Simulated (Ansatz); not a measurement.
Molecule: C4H10N, net charge 0, doublet state. It need not be the lowest isomer of its formula. SMILES: C([CH2])NCC
Coordinates optimised at B3LYP-D3(BJ)/def2-TZVP (Ansatz, a program for electronic structure):
```xyz
15

C      2.3639    -0.5061     0.0938
C      1.0524     0.0975     0.4220
N      0.1054    -0.0392    -0.6785
C     -1.1919     0.5890    -0.4457
C     -2.0697    -0.2216     0.5000
H      2.4097    -1.3584    -0.5702
H      3.2547    -0.2117     0.6300
H      1.1888     1.1496     0.7349
H      0.6228    -0.4080     1.3007
H      0.5250     0.3447    -1.5163
H     -1.0880     1.6158    -0.0546
H     -1.6914     0.6695    -1.4136
H     -1.6374    -0.2847     1.4999
H     -2.1968    -1.2368     0.1214
H     -3.0535     0.2417     0.5975
```
Charge 0, spin multiplicity 2.

Wanted: atomisation energy (electronic, to ground-state atoms), in kJ/mol. Correlated levels leave the core frozen unless marked. Open shells are spin-unrestricted. No spin-orbit coupling. No relativistic terms. The coupled-cluster limit lacks core correlation, which all-electron functionals hold. CBS(X,Y): correlation extrapolated as X^-3; Hartree-Fock from the larger set.

```json
[
 {"level": "HF/6-31G*", "program": "Ansatz", "atomisation energy (kJ/mol)": "4168.8", "minus last row": "-1479.5"},
 {"level": "r2SCAN-D3(BJ)/def2-TZVPD", "program": "Ansatz + dftd3", "atomisation energy (kJ/mol)": "5672.3", "minus last row": "24.0"},
 {"level": "B3LYP-D4/def2-TZVPD", "program": "Ansatz + dftd4", "atomisation energy (kJ/mol)": "5678.6", "minus last row": "30.3"},
 {"level": "PBE0/def2-SVP", "program": "Ansatz", "atomisation energy (kJ/mol)": "5732.1", "minus last row": "83.8"},
 {"level": "PBE0/def2-TZVPD", "program": "Ansatz", "atomisation energy (kJ/mol)": "5682.2", "minus last row": "33.9"},
 {"level": "CAM-B3LYP/def2-TZVPD", "program": "Ansatz", "atomisation energy (kJ/mol)": "5679.6", "minus last row": "31.3"},
 {"level": "SCS-MP2/6-31G*", "program": "Ansatz", "atomisation energy (kJ/mol)": "5143.6", "minus last row": "-504.7"},
 {"level": "CCSD/cc-pVQZ", "program": "Ansatz", "atomisation energy (kJ/mol)": "5524.6", "minus last row": "-123.7"},
 {"level": "CCSD(T) with core electrons/cc-pwCVTZ", "program": "Ansatz", "atomisation energy (kJ/mol)": "5543.1", "minus last row": "-105.2"},
 {"level": "CCSD(T)/CBS(cc-pVTZ,cc-pVQZ)", "program": "Ansatz", "atomisation energy (kJ/mol)": "5648.3", "minus last row": "0.0"}
]
```
